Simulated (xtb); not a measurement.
xtb input:

```bash
xtb mol.xyz --gfn 2 --sp --chrg -1 --uhf 0
```
mol.xyz:
```
4

Br     2.05824477    -0.48966353    -0.13878737
Si     0.00002654    -0.00460554     1.02396651
Br    -1.45372505    -1.53672447    -0.14340573
Br    -0.60453033     2.02823021    -0.12739350
```

**Question.** What final total energy does it print?

**Answer.** -14.33946 Eh (GFN2-xTB).

It need not be the lowest isomer of its formula. Whether it binds its extra electron was not tested at this geometry.
